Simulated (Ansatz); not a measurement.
`B[CH2][GeH3]` + `[NH2][GeH3]` → `[GeH3][NH][GeH3]` + `BC` at 400 K and 1 bar (ligand exchange at a Ge–C bond).

Gas-phase electronic energies from Ansatz, PBE0-D4/def2-TZVP geometries. CBS: MP2 limit from def2 TZ/QZ plus the TZ coupled-cluster correction, frozen cores. This one scheme is used for every species. For Ge outer-core shells are correlated without core-valence functions, which leaves a few kJ/mol of doubt a bond. Scalar relativity is left out up to krypton.

```tsv
species	CCSD(T)/CBS energy (Eh)	H − E (kJ/mol)	S (J/(mol·K))
`B[CH2][GeH3]`	-2143.14744	214.0	350.6
`[NH2][GeH3]`	-2133.81884	149.5	296.9
`[GeH3][NH][GeH3]`	-4211.13400	195.5	385.1
`BC`	-65.83255	164.9	265.6
```

H − E and S are ideal-gas, rigid-rotor, harmonic terms from PBE0-D4/def2-TZVP. 1 Eh = 2625.50 kJ/mol, R = 8.31446 J/(mol·K).

Task: By hand: ΔE, ΔH, ΔS and ΔG.

Result: ΔE = (-4211.13400) + (-65.83255) − (-2143.14744) − (-2133.81884) = -0.00027 Eh = -0.7 kJ/mol. Δ(H − E) = 195.5 + 164.9 − 214.0 − 149.5 = -3.1, so ΔH = -3.8 kJ/mol. ΔS = 385.1 + 265.6 − 350.6 − 296.9 = 3.2 J/(mol·K). ΔG = -3.8 − 400 × (3.2)/1000 = -5.1 kJ/mol.

Task: By hand: the equilibrium constant, and the temperature at which ΔG would vanish if ΔH and ΔS stayed fixed.

Result: log₁₀ K = −ΔG/(RT ln 10) = 0.7. ΔH and −TΔS have one sign here, so there is no such temperature.

TΔS isn't small against ΔH here. The sign of ΔG lies within the doubt. A doubt of 5 kJ/mol in ΔE shifts log₁₀ K by 0.7 here. Modes under 60 cm⁻¹, often nearly free rotors, make the harmonic entropy too high. These are equilibria of isolated gas molecules and say nothing of rates. Largest T1 diagnostic: 0.011 (customary marks: 0.02 for closed shells, 0.045 for open ones).

ΔS is within the doubt of such terms, so its sign, and with it that verdict, could turn.
